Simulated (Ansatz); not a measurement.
The same molecule with X = B, Al, Ga. Ansatz, PBE0-D4/def2-TZVP geometries, multiplicity 1.

Scalar relativity is left out up to krypton.

```json
{"X": "Al", "molecule": "`[CH3][AlH][SiH3]`", "mean X–C bond length / Å": "1.953", "mean X–H bond length / Å": "1.593", "mean X–Si bond length / Å": "2.461", "HOMO energy (ωB97M-V/def2-TZVPP) / eV": "-9.35", "LUMO energy (B3LYP/def2-TZVPP) / eV": "-1.93", "LUMO energy (PBE0/def2-TZVPP) / eV": "-1.74"}
{"X": "Ga", "molecule": "`[CH3][GaH][SiH3]`", "mean X–C bond length / Å": "1.971", "mean X–H bond length / Å": "1.578", "mean X–Si bond length / Å": "2.419", "HOMO energy (ωB97M-V/def2-TZVPP) / eV": "-9.36", "LUMO energy (B3LYP/def2-TZVPP) / eV": "-2.04", "LUMO energy (PBE0/def2-TZVPP) / eV": "-1.78"}
```

**Question.** Give the row for X = B, `CB[SiH3]`. (Best estimate.)

**Answer.** Computed: 
| X | molecule | mean X–C bond length / Å | mean X–H bond length / Å | mean X–Si bond length / Å | HOMO energy (ωB97M-V/def2-TZVPP) / eV | LUMO energy (B3LYP/def2-TZVPP) / eV | LUMO energy (PBE0/def2-TZVPP) / eV |
| --- | --- | --- | --- | --- | --- | --- | --- |
| B | `CB[SiH3]` | 1.550 | 1.201 | 2.018 | -10.08 | -2.02 | -1.82 |

From B to Ga the mean X–C bond length rises at each step, by 0.421 Å in all; the mean X–H bond length isn't monotonic: highest at Al, lowest at B; the mean X–Si bond length isn't monotonic: highest at Al, lowest at B; the HOMO energy (ωB97M-V/def2-TZVPP) isn't monotonic: highest at Al, lowest at B; the LUMO energy (B3LYP/def2-TZVPP) isn't monotonic: highest at Al, lowest at Ga; the LUMO energy (PBE0/def2-TZVPP) isn't monotonic: highest at Al, lowest at B.

B3LYP here is the variant with VWN-RPA as its local correlation; programs differ in this.
